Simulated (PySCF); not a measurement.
The scaffold BH2-X carries different groups X. Gas-phase values, no solvent. One relaxed conformer stands for each flexible species; it need not be the lowest. Strings in code marks are SMILES.

Quantity: vertical ionisation energy (energy after one electron is removed minus that of the parent at the parent's geometry), in eV.

A: `BCF`
B: `[BH2][GeH3]`
C: `BO`
D: `BC=O`
E: `BF`
F: `BC=C`

### Question
Rank these by vertical ionisation energy (energy after one electron is removed minus that of the parent at the parent's geometry) (lowest first), as M06-2X/def2-TZVP (PySCF) gives it.

### Answer
D (10.10 eV), B (10.64 eV), F (10.79 eV), A (11.95 eV), C (12.00 eV), E (12.69 eV)
